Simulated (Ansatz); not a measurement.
Geometry optimisation, UKS PBE/def2-SVP (Ansatz 0.2.0).

Input file:

```yaml
crystal:
  periodic: [false, false, false]
  atoms:
    - { symbol: Ga, position_ang: [0.075951, -0.2565, 0.42616] }
    - { symbol: H, position_ang: [0.006249, 1.196996, 1.084168] }
    - { symbol: O, position_ang: [1.69725, -0.613041, -0.301697] }
    - { symbol: H, position_ang: [1.701664, -0.44933, -1.265593] }
    - { symbol: O, position_ang: [-1.371204, -0.502887, -0.65243] }
    - { symbol: H, position_ang: [-2.198107, -0.543321, -0.133875] }
    - { symbol: F, position_ang: [-0.121603, -0.630518, 2.176868] }
magnetization:
  spin_polarized: true
  initial_magnetization: 1
basis:
  gaussian: { orbitals: def2-SVP }
hamiltonian:
  xc: pbe
relax:
  f_tol: 0.03
  max_steps: 50
```

Launched with:

```bash
$ ansatz run input.yaml --threads 2 --pin off --max-ram 3072MiB --backend cpu --events-out ev --progress --plain --runs-dir out
```

Where does it end, and by what steps?

The forces met the threshold. After 13 steps the energy has fallen by 0.231 eV; H2 moved furthest, 0.65 Å.

```tsv
step	energy less start (eV)	largest force component (eV/Å)	accepted
0	0.0000	1.067	yes
1	-0.1038	0.552	yes
2	-0.1738	0.831	yes
3	-0.1763	1.230	yes
4	-0.2154	0.640	yes
5	-0.2257	0.084	yes
6	-0.2275	0.061	yes
7	-0.2288	0.069	yes
8	-0.2291	0.058	yes
9	-0.2298	0.039	yes
10	-0.2301	0.133	yes
11	-0.2303	0.064	yes
12	-0.2302	0.063	no
13	-0.2305	0.009	yes
```

```xyz
7
Properties=species:S:1:pos:R:3
Ga -0.007 -0.311 0.547
H 0.355 1.342 0.554
O 1.673 -0.542 -0.199
H 1.676 -0.216 -1.123
O -1.447 -0.460 -0.566
H -2.263 -0.623 -0.053
F -0.197 -0.988 2.174
```

Whether the end is a true minimum wasn't checked by a vibrational analysis.

Run time: 61 s on 2 threads of Intel(R) Xeon(R) Processor @ 2.50GHz (Skylake/Cascade Lake) (shared host), peak memory 0.18 GiB.
